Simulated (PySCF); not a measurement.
## How methods differ on the interval between two levels of Al⁺

Al⁺ [Ne] 3s2 → Al⁺ [Ne] 3s1 3p1 [3P2, M_J = 2], as a difference of total energies. All numbers are calculated (PySCF 2.14, the two-component X2C-1e Hamiltonian, in x2c-TZVPall-2c (5s6p2d1f, 40 functions)). Correlated levels: [Ne] frozen; the 6 highest virtual spinors dropped. "Screened" scales the spin-orbit matrix elements by Boettger's factors to mimic the two-electron term; Breit and QED terms are absent.

```
                    method  interval between two levels (cm⁻¹)
           GHF (spin-free)                               29311
          GMP2 (spin-free)                               34497
 GHF (screened spin-orbit)                               29377
GMP2 (screened spin-orbit)                               34562
```

Errors of the correlated levels include the incompleteness of this basis and the frozen core.

The labels give the starting determinants; with spin-orbit coupling the two ends relaxed to ⟨J²⟩ = 0.00, ⟨L²⟩ = 0.00, ⟨S²⟩ = 0.00 and ⟨J²⟩ = 6.01, ⟨L²⟩ = 2.01, ⟨S²⟩ = 2.00.

For comparison: 37578 cm⁻¹ (measured; NIST Handbook of Basic Atomic Spectroscopic Data (Sansonetti and Martin, J. Phys. Chem. Ref. Data 34, 1559 (2005))).
